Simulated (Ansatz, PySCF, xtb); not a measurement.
Reaction (SMILES): O[Si](O)(O)N[Si](O)(O)O + 8 [H][H] (H2) -> N (NH3) + 6 O (H2O) + 2 [SiH4] (SiH4)
Geometries: B3LYP-D3(BJ)/def2-TZVP minima from Ansatz (a program for electronic structure), one conformer each, not searched for the lowest.

Wanted: energy of full hydrogenation (enthalpy at 298 K, with B3LYP-D3(BJ) rigid-rotor harmonic-oscillator terms from PySCF), in kcal/mol. Cores are frozen in the correlated levels unless marked. Spin-orbit coupling is left out. No relativistic terms. CBS(X,Y): correlation extrapolated as X^-3; Hartree-Fock from the larger set. The bracket is a focal-point correction in the basis named.

```tsv
level	program	energy of full hydrogenation (kcal/mol)
GFN1-xTB	xtb	127.6
SVWN5/def2-TZVPD	Ansatz	168.0
PBE0/def2-TZVPD	Ansatz	153.6
BHLYP-D4/def2-TZVPD	Ansatz + dftd4	174.5
RPA@PBE/cc-pV(Q+d)Z	Ansatz	169.3
MP2/6-31G*	Ansatz	214.1
RI-MP2/CBS(aug-cc-pV(T+d)Z,aug-cc-pV(Q+d)Z)	Ansatz	184.3
```

Predict the RI-MP2/CBS(cc-pV(T+d)Z,cc-pV(Q+d)Z)+[CCSD(T)-MP2]/cc-pV(T+d)Z result (Ansatz).

174.7 kcal/mol
